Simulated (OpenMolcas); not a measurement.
## N, P, As, Sb, Bi: ns2 np3 down the group

- Program: OpenMolcas 26.06
- Method: CASSCF
- Basis: ANO-R3
- Scalar Hamiltonian: X2C, finite nucleus
- Spin-orbit coupling: RASSI with atomic mean-field integrals over the reference wave functions, term energies averaged over their components

Active space for each ion: 3 electrons in 3 orbitals (p).

Computed levels in cm-1 above 4S* 3/2:

```
                                Level      N      P     As     Sb     Bi
                              2D* 3/2  23010  15356  14504  12479  12157
                              2D* 5/2  23011  15362  14686  13394  16378
                              2P* 1/2  37992  25405  24248  21930  24613
                              2P* 3/2  37993  25413  24491  23198  32640
weight of 4S* in the lowest level (%)    100    100    100     98     79
```

Mixed levels, with the weight of the term that names them: Bi 2D* 3/2 (71 %), Bi 2P* 3/2 (70 %).

Measured, with the error of the calculation in %. Measured levels: N, P, As, Sb, Bi from NIST Handbook of Basic Atomic Spectroscopic Data.

```
  Level              N              P             As             Sb             Bi
2D* 3/2  19233 (+19.6)  11361 (+35.2)  10593 (+36.9)   8512 (+46.6)   11419 (+6.5)
2D* 5/2  19224 (+19.7)  11377 (+35.0)  10915 (+34.5)   9854 (+35.9)   15438 (+6.1)
2P* 1/2  28839 (+31.7)  18723 (+35.7)  18186 (+33.3)  16395 (+33.8)  21661 (+13.6)
2P* 3/2  28839 (+31.7)  18748 (+35.6)  18648 (+31.3)  18464 (+25.6)   33165 (-1.6)
```

Without spin-orbit coupling 2D* lies 23010, 15360, 14625, 13040, 12571 cm-1 above 4S* in that order; the difference to the level 2D* 3/2, of either sign, comes from spin-orbit coupling, which also lowers the zero.

With the s shell closed, the reference lacks s² → p² mixing. Without dynamic correlation excited terms often stand tens of per cent too high (terms of higher spin than the ground term too low), and those without a measured partner can miss by more than the paired ones (holds for N; P; As). Computed and measured levels are paired by configuration, term and J; levels that our copy of the source lacks, or whose pairing is in doubt (as where it misses far off the trend of its configuration), stay unpaired and out of the deviations. Only configurations of the active space appear.

* marks odd parity.
